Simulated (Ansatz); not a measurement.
Total energies of the cluster Ge₃ from Ansatz at PBE-D4/def2-TZVP, gas phase (1 Eh = 27.2114 eV = 2625.5 kJ/mol). The reference geometry is relaxed at PBE-D4/def2-TZVP.

```xyz
3

Ge    0.1035   -1.1209   -1.2046
Ge   -1.1251    0.6211    1.0327
Ge    1.0216    0.4998    0.1719
```

```csv
state,geometry,energy (Eh)
charge 0 singlet,reference,-6230.06593
charge 1 doublet,reference,-6229.77531
charge 1 doublet,relaxed at PBE-D4/def2-TZVP,-6229.77843
charge 0 triplet,relaxed at PBE-D4/def2-TZVP,-6230.06531
charge 0 quintet,relaxed at PBE-D4/def2-TZVP,-6229.99732
free Ge atom (triplet),–,-2076.60177
```

Work out the vertical ionisation energy to the doublet.

E(charge 1 doublet) − E(charge 0 singlet) = -6229.77531 − (-6230.06593) = 0.29062 Eh = 7.91 eV. For comparison, −ε of the highest occupied level is 5.23 eV at this level, 2.68 eV less.

How much does the charge 1 doublet relax, and what is the adiabatic ionisation energy?

Relaxation: -6229.77531 − (-6229.77843) = 0.00312 Eh = 0.08 eV. Adiabatic ionisation energy: 0.28750 Eh = 7.82 eV, without zero-point energy. Bonds change on the way (0 lost, 1 formed), so the relaxed form is another species. 

Which of the charge 0 states is lowest, and how far above it are the others?

The singlet, but by less than the method's error, so the order isn't settled. triplet: -6230.06531 − (-6230.06593) = 0.00062 Eh = 1.6 kJ/mol; quintet: -6229.99732 − (-6230.06593) = 0.06861 Eh = 180.1 kJ/mol. The triplet differs in its bonds from the reference.

What is the binding energy per atom against free atoms?

Atoms: 3 × (-2076.60177) = -6229.80531 Eh. Binding: -6229.80531 − (-6230.06593) = 0.26062 Eh = 7.09 eV, or 2.36 eV for each of 3 atoms (no zero-point energy, no counterpoise term).

The structure comes from a short search, and lower isomers may exist.
